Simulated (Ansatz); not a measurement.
Species: MgBr₂, net charge 1, doublet state. 
Geometry from a B3LYP-D3(BJ)/def2-TZVP (Ansatz, an electronic-structure program) optimisation:
```xyz
3

Mg     0.0000     0.0000     0.0000
Br     0.0000     0.0000     2.3940
Br     0.0000     0.0000    -2.3940
```
Charge +1, spin multiplicity 2.

Basis-set convergence of Hartree-Fock and CCSD(T) correlation energies (hartree) with Ansatz. Correlated levels leave the core frozen unless marked. UHF or UKS for open shells. Spin-orbit coupling is left out. The frozen core is the preceding noble-gas configuration, with the filled d and f shells of earlier blocks. No relativistic terms.

```json
[
 {"basis": "def2-SVPD", "functions": "103", "E(HF)": "-5343.54781", "E(corr, CCSD(T))": "-0.27514"},
 {"basis": "def2-TZVPPD", "functions": "149", "E(HF)": "[?]", "E(corr, CCSD(T))": "[?]"}
]
```

Question: What belongs in the gaps?

Answer: 
- def2-TZVPPD, E(HF): -5344.24962
- def2-TZVPPD, E(corr, CCSD(T)): -0.35789
